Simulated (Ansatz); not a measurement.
Isolated molecules relaxed with PBE0-D4/def2-TZVP in Ansatz; ΔE leaves out vibrations. CCSD(T)/CBS is the MP2 limit (def2-TZVPP, def2-QZVPP) plus CCSD(T) − MP2 in def2-TZVPP, frozen cores. Functionals use def2-TZVPP. B3LYP here is the variant with VWN-RPA as its local correlation; programs differ in this. For Se outer-core shells are correlated without core-valence functions, which leaves a few kJ/mol of doubt a bond. Scalar relativity is left out up to krypton. Each species was taken in one conformer, which may not be the lowest.

Reaction (redistribution): `O=C([SiH3])[SeH]` + `OC1[SiH2]S1` → `[SiH3]C1[SiH2]S1` + `O=C(O)[SeH]`

```json
{"level": "PBE-D4", "ΔE (eV)": "-1.13"}
{"level": "r2SCAN-D4", "ΔE (eV)": "-1.24"}
{"level": "B3LYP-D4", "ΔE (eV)": "-1.18"}
{"level": "ωB97X-V", "ΔE (eV)": "-1.32"}
{"level": "ωB97M-V", "ΔE (eV)": "-1.32"}
{"level": "PBE", "ΔE (eV)": "-1.12"}
{"level": "CCSD/def2-TZVPP", "ΔE (eV)": "-1.31"}
{"level": "MP2/def2-QZVPP", "ΔE (eV)": "-1.36"}
```

(1) What does CCSD(T)/CBS give? (Estimate.)

Largest T1 diagnostic among the species: 0.015.

Results:

(1) The calculation gave: -1.25 eV. The listed levels differ from it by 0.12, 0.01, 0.07, -0.07, -0.07, 0.13, -0.06, -0.11 eV.

From PBE to PBE0 (25 % exact exchange), in def2-TZVPP and without D4, ΔE moves by −0.14 eV.
